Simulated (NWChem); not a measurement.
System: CH₅NOSi₂; SMILES [SiH3]C1O[SiH2]N=1

```xyz
10

Si    -0.0041    -2.1275     0.0000
C      0.1108    -0.2233     0.0000
N      1.1690     0.5136     0.0000
Si     0.0086     1.8585     0.0000
O     -1.0737     0.4910     0.0000
H     -0.7524    -2.5537    -1.2178
H      1.3730    -2.6897     0.0000
H     -0.7524    -2.5537     1.2178
H     -0.0950     2.6902     1.2270
H     -0.0950     2.6902    -1.2270
```
Atoms are numbered in this order, from 1.

Program: NWChem. Coordinates come from a PBE0/def2-SVP optimisation. B3LYP is NWChem's, with the RPA form of VWN correlation.

For level Hartree-Fock/def2-TZVP:

```yaml
highest occupied level (eV): -11.25
orbital gap (eV): 13.70
```

Problem. Estimate the same quantities for level B3LYP/def2-TZVP.

Solution. 
| Item | Result |
|---|---|
| highest occupied level (eV) | -7.55 |
| orbital gap (eV) | 6.42 |
